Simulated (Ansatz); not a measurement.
Ansatz (a program for electronic structure) input (B3LYP/6-31G* with LANL2DZ past Ar): The .json file joins the Basis Set Exchange's 6-31G* for atoms up to Ar and LANL2DZ past it.

Ansatz 0.2 input:
```yaml
crystal:
  periodic: [false, false, false]
  atoms:
    - {symbol: Sr, position_ang: [0.00000000, 0.00000000, 0.44683828]}
    - {symbol: O, position_ang: [-0.00000000, -0.00000000, -1.78003950]}
    - {symbol: H, position_ang: [-0.00000000, -0.00000000, -2.73953851]}
basis:
  gaussian:
    orbitals: 6-31Gs+LANL2DZ.json
hamiltonian:
  xc: {name: B3LYP}
magnetization: {spin_polarized: true, initial_magnetization: 1}
phonons: {temperatures: {t_min: 298.15, t_max: 298.15, t_step: 100}}
```

Output:

```
Functional definition: B3LYP
integrals: 0.01 GiB planned
376 factors; integrals over basis functions are off by at most 3.4e-4 eV
mean field: 0.11 GiB planned
mean field evaluation 1: about -2883.2561 eV, gradient 4.6e1 eV
mean field evaluation 2: about -2751.9212 eV, gradient 1.1e2 eV
mean field evaluation 4: about -2891.0367 eV, gradient 3.2e0 eV
mean field evaluation 8: about -2891.1323 eV, gradient 7.5e-2 eV
mean field evaluation 16: about -2891.1323 eV, gradient 3.5e-5 eV
mean field -2891.13232313 eV, -106.2471531951 hartree, gradient 3.5e-5 eV, S^2 0.750652; 0 other end points of the search recorded, 0 dependent functions left out
the calculation of the forces begins
reference -2891.13251604 eV, -106.2471602845 hartree; 10, 9 occupied and 19, 20 virtual orbitals, 376 factors
these checks for a lower state are left out or cut short: stability, starts, cluster_reference, orbital_swaps, neighbouring_geometries, increment
integrals: 0.01 GiB planned
376 factors; integrals over basis functions are off by at most 3.4e-4 eV
mean field: 0.11 GiB planned
mean field -2891.13232294 eV, -106.2471531880 hartree, gradient 2.2e-6 eV, S^2 0.750652; 0 other end points of the search recorded, 0 dependent functions left out
the calculation of the forces begins
reference -2891.13251585 eV, -106.2471602775 hartree; 10, 9 occupied and 19, 20 virtual orbitals, 376 factors
these checks for a lower state are left out or cut short: stability, starts, cluster_reference, orbital_swaps, neighbouring_geometries, increment
integrals: 0.01 GiB planned
376 factors; integrals over basis functions are off by at most 3.4e-4 eV
mean field: 0.11 GiB planned
mean field evaluation 32: about -2891.1323 eV, gradient 2.2e-6 eV
mean field -2891.13232294 eV, -106.2471531880 hartree, gradient 2.2e-6 eV, S^2 0.750652; 0 other end points of the search recorded, 0 dependent functions left out
the calculation of the forces begins
reference -2891.13251585 eV, -106.2471602775 hartree; 10, 9 occupied and 19, 20 virtual orbitals, 376 factors
these checks for a lower state are left out or cut short: stability, starts, cluster_reference, orbital_swaps, neighbouring_geometries, increment
integrals: 0.01 GiB planned
376 factors; integrals over basis functions are off by at most 3.4e-4 eV
mean field: 0.11 GiB planned
mean field -2891.13232294 eV, -106.2471531880 hartree, gradient 2.2e-6 eV, S^2 0.750652; 0 other end points of the search recorded, 0 dependent functions left out
the calculation of the forces begins
reference -2891.13251585 eV, -106.2471602775 hartree; 10, 9 occupied and 19, 20 virtual orbitals, 376 factors
these checks for a lower state are left out or cut short: stability, starts, cluster_reference, orbital_swaps, neighbouring_geometries, increment
integrals: 0.01 GiB planned
376 factors; integrals over basis functions are off by at most 3.4e-4 eV
mean field: 0.11 GiB planned
mean field -2891.13232294 eV, -106.2471531880 hartree, gradient 2.2e-6 eV, S^2 0.750652; 0 other end points of the search recorded, 0 dependent functions left out
the calculation of the forces begins
reference -2891.13251585 eV, -106.2471602775 hartree; 10, 9 occupied and 19, 20 virtual orbitals, 376 factors
these checks for a lower state are left out or cut short: stability, starts, cluster_reference, orbital_swaps, neighbouring_geometries, increment
integrals: 0.01 GiB planned
376 factors; integrals over basis functions are off by at most 3.4e-4 eV
mean field: 0.11 GiB planned
mean field -2891.13228265 eV, -106.2471517077 hartree, gradient 1.1e-6 eV, S^2 0.750657; 0 other end points of the search recorded, 0 dependent functions left out
the calculation of the forces begins
reference -2891.13247562 eV, -106.2471587992 hartree; 10, 9 occupied and 19, 20 virtual orbitals, 376 factors
these checks for a lower state are left out or cut short: stability, starts, cluster_reference, orbital_swaps, neighbouring_geometries, increment
integrals: 0.01 GiB planned
376 factors; integrals over basis functions are off by at most 3.4e-4 eV
mean field: 0.11 GiB planned
mean field -2891.13228046 eV, -106.2471516269 hartree, gradient 1.4e-6 eV, S^2 0.750648; 0 other end points of the search recorded, 0 dependent functions left out
the calculation of the forces begins
reference -2891.13247331 eV, -106.2471587143 hartree; 10, 9 occupied and 19, 20 virtual orbitals, 376 factors
these checks for a lower state are left out or cut short: stability, starts, cluster_reference, orbital_swaps, neighbouring_geometries, increment
integrals: 0.01 GiB planned
376 factors; integrals over basis functions are off by at most 3.4e-4 eV
mean field: 0.11 GiB planned
mean field evaluation 64: about -2891.1323 eV, gradient 9.9e-5 eV
mean field -2891.13232100 eV, -106.2471531168 hartree, gradient 2.7e-6 eV, S^2 0.750652; 0 other end points of the search recorded, 0 dependent functions left out
the calculation of the forces begins
reference -2891.13251391 eV, -106.2471602063 hartree; 10, 9 occupied and 19, 20 virtual orbitals, 376 factors
these checks for a lower state are left out or cut short: stability, starts, cluster_reference, orbital_swaps, neighbouring_geometries, increment
integrals: 0.01 GiB planned
376 factors; integrals over basis functions are off by at most 3.4e-4 eV
mean field: 0.11 GiB planned
mean field -2891.13232100 eV, -106.2471531168 hartree, gradient 2.7e-6 eV, S^2 0.750652; 0 other end points of the search recorded, 0 dependent functions left out
the calculation of the forces begins
reference -2891.13251391 eV, -106.2471602063 hartree; 10, 9 occupied and 19, 20 virtual orbitals, 376 factors
these checks for a lower state are left out or cut short: stability, starts, cluster_reference, orbital_swaps, neighbouring_geometries, increment
integrals: 0.01 GiB planned
376 factors; integrals over basis functions are off by at most 3.4e-4 eV
mean field: 0.11 GiB planned
mean field -2891.13232100 eV, -106.2471531168 hartree, gradient 2.7e-6 eV, S^2 0.750652; 0 other end points of the search recorded, 0 dependent functions left out
the calculation of the forces begins
reference -2891.13251391 eV, -106.2471602063 hartree; 10, 9 occupied and 19, 20 virtual orbitals, 376 factors
these checks for a lower state are left out or cut short: stability, starts, cluster_reference, orbital_swaps, neighbouring_geometries, increment
integrals: 0.01 GiB planned
376 factors; integrals over basis functions are off by at most 3.4e-4 eV
mean field: 0.11 GiB planned
mean field -2891.13232100 eV, -106.2471531168 hartree, gradient 2.7e-6 eV, S^2 0.750652; 0 other end points of the search recorded, 0 dependent functions left out
the calculation of the forces begins
reference -2891.13251391 eV, -106.2471602063 hartree; 10, 9 occupied and 19, 20 virtual orbitals, 376 factors
these checks for a lower state are left out or cut short: stability, starts, cluster_reference, orbital_swaps, neighbouring_geometries, increment
integrals: 0.01 GiB planned
376 factors; integrals over basis functions are off by at most 3.4e-4 eV
mean field: 0.11 GiB planned
mean field -2891.13211257 eV, -106.2471454571 hartree, gradient 2.3e-6 eV, S^2 0.750649; 0 other end points of the search recorded, 0 dependent functions left out
the calculation of the forces begins
reference -2891.13230545 eV, -106.2471525454 hartree; 10, 9 occupied and 19, 20 virtual orbitals, 376 factors
these checks for a lower state are left out or cut short: stability, starts, cluster_reference, orbital_swaps, neighbouring_geometries, increment
integrals: 0.01 GiB planned
376 factors; integrals over basis functions are off by at most 3.3e-4 eV
mean field: 0.11 GiB planned
mean field evaluation 96: about -2891.0817 eV, gradient 1.9e-1 eV
mean field -2891.13211920 eV, -106.2471457007 hartree, gradient 1.9e-6 eV, S^2 0.750655; 0 other end points of the search recorded, 0 dependent functions left out
the calculation of the forces begins
reference -2891.13231214 eV, -106.2471527912 hartree; 10, 9 occupied and 19, 20 virtual orbitals, 376 factors
these checks for a lower state are left out or cut short: stability, starts, cluster_reference, orbital_swaps, neighbouring_geometries, increment
integrals: 0.01 GiB planned
376 factors; integrals over basis functions are off by at most 3.4e-4 eV
mean field: 0.11 GiB planned
mean field -2891.13232209 eV, -106.2471531568 hartree, gradient 6.2e-7 eV, S^2 0.750652; 0 other end points of the search recorded, 0 dependent functions left out
the calculation of the forces begins
reference -2891.13251500 eV, -106.2471602462 hartree; 10, 9 occupied and 19, 20 virtual orbitals, 376 factors
these checks for a lower state are left out or cut short: stability, starts, cluster_reference, orbital_swaps, neighbouring_geometries, increment
integrals: 0.01 GiB planned
376 factors; integrals over basis functions are off by at most 3.4e-4 eV
mean field: 0.11 GiB planned
mean field -2891.13232209 eV, -106.2471531568 hartree, gradient 6.2e-7 eV, S^2 0.750652; 0 other end points of the search recorded, 0 dependent functions left out
the calculation of the forces begins
reference -2891.13251500 eV, -106.2471602462 hartree; 10, 9 occupied and 19, 20 virtual orbitals, 376 factors
these checks for a lower state are left out or cut short: stability, starts, cluster_reference, orbital_swaps, neighbouring_geometries, increment
integrals: 0.01 GiB planned
376 factors; integrals over basis functions are off by at most 3.4e-4 eV
mean field: 0.11 GiB planned
mean field -2891.13232209 eV, -106.2471531568 hartree, gradient 6.2e-7 eV, S^2 0.750652; 0 other end points of the search recorded, 0 dependent functions left out
the calculation of the forces begins
reference -2891.13251500 eV, -106.2471602462 hartree; 10, 9 occupied and 19, 20 virtual orbitals, 376 factors
these checks for a lower state are left out or cut short: stability, starts, cluster_reference, orbital_swaps, neighbouring_geometries, increment
integrals: 0.01 GiB planned
376 factors; integrals over basis functions are off by at most 3.4e-4 eV
mean field: 0.11 GiB planned
mean field evaluation 128: about -2891.1323 eV, gradient 4.7e-7 eV
mean field -2891.13232209 eV, -106.2471531568 hartree, gradient 6.2e-7 eV, S^2 0.750652; 0 other end points of the search recorded, 0 dependent functions left out
the calculation of the forces begins
reference -2891.13251500 eV, -106.2471602462 hartree; 10, 9 occupied and 19, 20 virtual orbitals, 376 factors
these checks for a lower state are left out or cut short: stability, starts, cluster_reference, orbital_swaps, neighbouring_geometries, increment
integrals: 0.01 GiB planned
376 factors; integrals over basis functions are off by at most 3.3e-4 eV
mean field: 0.11 GiB planned
mean field -2891.13215888 eV, -106.2471471590 hartree, gradient 2.6e-6 eV, S^2 0.750651; 0 other end points of the search recorded, 0 dependent functions left out
the calculation of the forces begins
reference -2891.13235176 eV, -106.2471542474 hartree; 10, 9 occupied and 19, 20 virtual orbitals, 376 factors
these checks for a lower state are left out or cut short: stability, starts, cluster_reference, orbital_swaps, neighbouring_geometries, increment
integrals: 0.01 GiB planned
376 factors; integrals over basis functions are off by at most 3.4e-4 eV
mean field: 0.11 GiB planned
mean field -2891.13215442 eV, -106.2471469951 hartree, gradient 2.0e-6 eV, S^2 0.750654; 0 other end points of the search recorded, 0 dependent functions left out
the calculation of the forces begins
reference -2891.13234736 eV, -106.2471540856 hartree; 10, 9 occupied and 19, 20 virtual orbitals, 376 factors
Total energy: -2891.13251604 eV, -106.2471602845 hartree
Atom 0 at     0.000000     0.000000     0.446838 Å, force     0.000000    -0.000000     0.000378 eV/Å
Atom 1 at    -0.000000    -0.000000    -1.780039 Å, force    -0.000000    -0.000000    -0.001660 eV/Å
Atom 2 at    -0.000000    -0.000000    -2.739539 Å, force     0.000000     0.000000     0.001282 eV/Å
Dipole moment:    -0.000000    -0.000000     0.409277 e Å
Vibrations: 319.11 319.11 503.83 3909.84 cm⁻¹, zero-point energy 0.313178 eV
```

The blocks after the first are displaced geometries, from whose forces the wavenumbers follow.
